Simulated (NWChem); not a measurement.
Everything below was run with NWChem. System: trans-dichloroethylene (C2H2Cl2), charge 0, spin multiplicity 1, at a geometry optimised with B3LYP/def2-SVP. Level: B3LYP/def2-SVP, VWN1-RPA local correlation.

Job file:

```
start mol
memory heap 200 mb stack 900 mb global 1100 mb
geometry units angstroms nocenter noautoz noautosym
  Cl    -2.135063    -0.353957     0.000000
  C     -0.556591     0.367791     0.000000
  C      0.556591    -0.367791     0.000000
  Cl     2.135063     0.353957     0.000000
  H     -0.551022     1.459571     0.000000
  H      0.551022    -1.459571     0.000000
end
basis spherical
  * library def2-svp
end
dft
  xc b3lyp
  semidirect memsize 60000000 filesize 0
  iterations 100
end
task dft energy
```

Part of the output:

```
             Northwest Computational Chemistry Package (NWChem) 7.3.0
             --------------------------------------------------------

                                NWChem Input Module
                                -------------------

 Scaling coordinates for geometry "geometry" by  1.889725989
 (inverse scale =  0.529177249)

                             Geometry "geometry" -> ""
                             -------------------------

 Output coordinates in angstroms (scale by  1.889725989 to convert to a.u.)

  No.       Tag          Charge          X              Y              Z
 ---- ---------------- ---------- -------------- -------------- --------------
    1 Cl                  17.0000    -2.13506300    -0.35395700     0.00000000
    2 C                    6.0000    -0.55659100     0.36779100     0.00000000
    3 C                    6.0000     0.55659100    -0.36779100     0.00000000
    4 Cl                  17.0000     2.13506300     0.35395700     0.00000000
    5 H                    1.0000    -0.55102200     1.45957100     0.00000000
    6 H                    1.0000     0.55102200    -1.45957100     0.00000000

 Effective nuclear repulsion energy (a.u.)     174.5362518093

            Nuclear Dipole moment (a.u.)
            ----------------------------
        X                 Y               Z
 ---------------- ---------------- ----------------
     0.0000000000     0.0000000000     0.0000000000


 Summary of "ao basis" -> "" (spherical)
 ------------------------------------------------------------------------------
       Tag                 Description            Shells   Functions and Types
 ---------------- ------------------------------  ------  ---------------------
 *                          def2-svp                  on all atoms

                                 NWChem DFT Module
                                 -----------------

 Summary of "ao basis" -> "ao basis" (spherical)
 ------------------------------------------------------------------------------
       Tag                 Description            Shells   Functions and Types
 ---------------- ------------------------------  ------  ---------------------
 Cl                         def2-svp                 8       18   4s3p1d
 C                          def2-svp                 6       14   3s2p1d
 H                          def2-svp                 3        5   2s1p

 Summary of "ao basis" -> "ao basis" (spherical)
 ------------------------------------------------------------------------------
       Tag                 Description            Shells   Functions and Types
 ---------------- ------------------------------  ------  ---------------------
 Cl                         def2-svp                 8       18   4s3p1d
 C                          def2-svp                 6       14   3s2p1d
 H                          def2-svp                 3        5   2s1p

            General Information
            -------------------
          SCF calculation type: DFT
          Wavefunction type:  closed shell.
          No. of atoms     :     6
          No. of electrons :    48
           Alpha electrons :    24
            Beta electrons :    24
          Charge           :     0
          Spin multiplicity:     1
          Use of symmetry is: off; symmetry adaption is: off
          Maximum number of iterations: 100
          AO basis - number of functions:    74
                     number of shells:    34
          Convergence on energy requested:  1.00D-06
[...]
   time(s): 0.00e+00  0.00e+00  0.00e+00  0.00e+00  0.00e+00
rate(mb/s): 0.00e+00  0.00e+00
------------------------------------------------------------

   convergence    iter        energy       DeltaE   RMS-Dens  Diis-err    time
 ---------------- ----- ----------------- --------- --------- ---------  ------
 d= 0,ls=0.0,diis     1   -997.4062262361 -1.17D+03  1.83D-02  5.13D-01     1.6
 d= 0,ls=0.0,diis     2   -997.3965698154  9.66D-03  9.74D-03  4.79D-01     2.2
 d= 0,ls=0.0,diis     3   -997.4561444563 -5.96D-02  2.77D-03  5.32D-02     2.8
 d= 0,ls=0.0,diis     4   -997.4633123770 -7.17D-03  4.50D-04  1.22D-03     3.3
 d= 0,ls=0.0,diis     5   -997.4634500939 -1.38D-04  3.55D-05  8.35D-06     3.9
  Resetting Diis
 d= 0,ls=0.0,diis     6   -997.4634512250 -1.13D-06  6.36D-06  2.78D-07     4.5
 d= 0,ls=0.0,diis     7   -997.4634512608 -3.58D-08  4.54D-06  3.14D-08     5.1

         Total DFT energy =     -997.463451260757
      One electron energy =    -1720.961159088161
           Coulomb energy =      617.040770326345
    Exchange-Corr. energy =      -68.079314308225
 Nuclear repulsion energy =      174.536251809284

 Numeric. integr. density =       47.999997473806

     Total iterative time =      4.6s

                       DFT Final Molecular Orbital Analysis
                       ------------------------------------

 Vector   22  Occ=2.000000D+00  E=-3.234404D-01
              MO Center= -5.8D-03, -7.9D-04, -2.1D-10, r^2= 5.5D+00
   Bfn.  Coefficient  Atom+Function         Bfn.  Coefficient  Atom+Function
  ----- ------------  ---------------      ----- ------------  ---------------
    12      0.431521  1 Cl py                58      0.430388  4 Cl py
     9      0.326621  1 Cl py                55      0.325753  4 Cl py
     6      0.188047  1 Cl py                52      0.187547  4 Cl py
    11     -0.140475  1 Cl px                57     -0.139795  4 Cl px
    21     -0.133680  2 C  s                 35      0.133873  3 C  s

 Vector   23  Occ=2.000000D+00  E=-3.191004D-01
              MO Center=  5.8D-03,  7.7D-04,  1.6D-10, r^2= 5.4D+00
   Bfn.  Coefficient  Atom+Function         Bfn.  Coefficient  Atom+Function
  ----- ------------  ---------------      ----- ------------  ---------------
    12      0.383764  1 Cl py                58     -0.385043  4 Cl py
     9      0.293445  1 Cl py                55     -0.294410  4 Cl py
    11     -0.222749  1 Cl px                57      0.223167  4 Cl px
     6      0.168989  1 Cl py                52     -0.169545  4 Cl py
     8     -0.151134  1 Cl px                54      0.151446  4 Cl px

 Vector   24  Occ=2.000000D+00  E=-2.551830D-01
              MO Center= -8.9D-05,  2.5D-05, -2.7D-09, r^2= 3.8D+00
   Bfn.  Coefficient  Atom+Function         Bfn.  Coefficient  Atom+Function
  ----- ------------  ---------------      ----- ------------  ---------------
    13      0.381569  1 Cl pz                59      0.381549  4 Cl pz
    24     -0.328046  2 C  pz                38     -0.327976  3 C  pz
    10      0.261803  1 Cl pz                56      0.261792  4 Cl pz
    27     -0.210681  2 C  pz                41     -0.210633  3 C  pz
     7      0.150277  1 Cl pz                53      0.150270  4 Cl pz

 Vector   25  Occ=0.000000D+00  E=-2.093108D-02
              MO Center=  9.9D-05, -4.7D-05, -1.1D-09, r^2= 2.4D+00
   Bfn.  Coefficient  Atom+Function         Bfn.  Coefficient  Atom+Function
  ----- ------------  ---------------      ----- ------------  ---------------
    27      0.623930  2 C  pz                41     -0.623993  3 C  pz
    24      0.447527  2 C  pz                38     -0.447558  3 C  pz
    13     -0.244427  1 Cl pz                59      0.244457  4 Cl pz
    10     -0.112587  1 Cl pz                56      0.112602  4 Cl pz
     7     -0.065436  1 Cl pz                53      0.065445  4 Cl pz

 Vector   26  Occ=0.000000D+00  E= 1.992408D-02
              MO Center= -6.5D-04, -7.6D-05,  7.0D-10, r^2= 4.2D+00
   Bfn.  Coefficient  Atom+Function         Bfn.  Coefficient  Atom+Function
  ----- ------------  ---------------      ----- ------------  ---------------
    11      0.593395  1 Cl px                57      0.593129  4 Cl px
    21     -0.398455  2 C  s                 35      0.398019  3 C  s
     4      0.381520  1 Cl s                 50     -0.381269  4 Cl s
    25      0.308026  2 C  px                39      0.307762  3 C  px
    26      0.281750  2 C  py                40      0.281756  3 C  py

 Vector   27  Occ=0.000000D+00  E= 5.909535D-02
              MO Center=  7.5D-06,  1.1D-03, -5.4D-11, r^2= 5.0D+00
   Bfn.  Coefficient  Atom+Function         Bfn.  Coefficient  Atom+Function
  ----- ------------  ---------------      ----- ------------  ---------------
    21      1.081084  2 C  s                 35      1.080529  3 C  s
    66     -1.060203  5 H  s                 71     -1.058988  6 H  s
     4     -0.395623  1 Cl s                 50     -0.395769  4 Cl s
    25     -0.393064  2 C  px                39      0.393177  3 C  px
    11     -0.382313  1 Cl px                57      0.382537  4 Cl px

 center of mass
 --------------
 x =   0.00000000 y =   0.00000000 z =   0.00000000

 moments of inertia (a.u.)
 ------------------
          58.218004363689        -165.408968123254           0.000000000000
        -165.408968123254        1167.229631909787           0.000000000000
           0.000000000000           0.000000000000        1225.447636273476

     Multipole analysis of the density
     ---------------------------------

     L   x y z        total         alpha         beta         nuclear
     -   - - -        -----         -----         ----         -------
     0   0 0 0     -0.000000    -24.000000    -24.000000     48.000000

     1   1 0 0      0.000292      0.000146      0.000146      0.000000
     1   0 1 0     -0.000286     -0.000143     -0.000143      0.000000
     1   0 0 1     -0.000000     -0.000000     -0.000000      0.000000

     2   2 0 0    -28.564938   -298.741970   -298.741970    568.919002
     2   1 1 0     -0.647575    -38.943911    -38.943911     77.240248
     2   1 0 1     -0.000000     -0.000000     -0.000000      0.000000
     2   0 2 0    -25.327695    -30.775655    -30.775655     36.223614
     2   0 1 1      0.000000      0.000000      0.000000      0.000000
     2   0 0 2    -28.066764    -14.033382    -14.033382      0.000000

 Task  times  cpu:        5.1s     wall:        5.1s

 Total times  cpu:        5.1s     wall:        5.1s
```
